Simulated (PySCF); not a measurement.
**SiW⁺: frontier orbitals**

BP86 at R = 2.426 Å; basis Si def2-TZVPPD, W def2-TZVPPD with ECP60; scalar-relativistic core potentials; PySCF 2.14. State: ⁶Σ⁺ (sextet), unpaired electrons σ ↑, π ↑↑, δ ↑↑. Only the outer orbitals are listed, counted within each symmetry, core potentials removing the inner ones.

```
spin  orbital  occ.  ε (eV)  on Si (%)           main shells (%)
   α       6σ     1  -17.51         85                   82 Si s
   α       3π     1  -11.92         31           68 W d, 28 Si p
   α       3π     1  -11.92         31           68 W d, 28 Si p
   α       7σ     1  -11.91         53  38 W s, 36 Si p, 15 Si s
   α       8σ     1  -11.38          3            62 W d, 35 W s
   α       1δ     1  -11.00          0                   100 W d
   α       1δ     1  -11.00          0                   100 W d
   α       4π     0   -9.18         61    61 Si p, 29 W d, 9 W p
   α       4π     0   -9.18         61    61 Si p, 29 W d, 9 W p
   α       9σ     0   -7.88         39   40 Si p, 29 W p, 19 W s
   β       5σ     1  -46.57          1                    99 W p
   β       2π     1  -45.99          0                   100 W p
   β       2π     1  -45.99          0                   100 W p
   β       6σ     1  -16.75         88                   87 Si s
   β       7σ     1  -11.22         62   51 Si p, 19 W d, 19 W s
   β       3π     0  -10.18         58           56 Si p, 40 W d
   β       3π     0  -10.18         58           56 Si p, 40 W d
   β       8σ     0   -8.64          4            51 W s, 44 W d
```

Task: Which are the highest filled and the lowest empty level, where do they sit, and how wide is the gap?

Result: Highest filled α 1δ at -11.00 eV (in %: 100 W d); lowest empty β 3π at -10.18 eV (in %: 56 Si p, 40 W d); the gap at BP86 is 0.82 eV.

```json
{
 "bond order (Mayer)": "1.87",
 "⟨S²⟩": "8.767",
 "charge on Si (Mulliken, basis-dependent)": "0.46",
 "charge on Si (Löwdin, basis-dependent)": "0.49",
 "dipole moment (positive dipole points towards W; it is taken about the centre of mass and depends on that origin)": "-2.10 D"
}
```

Spin–orbit coupling is left out. With d or f electrons several states lie close, and the lowest PBE0 determinant need not be the measured ground state.
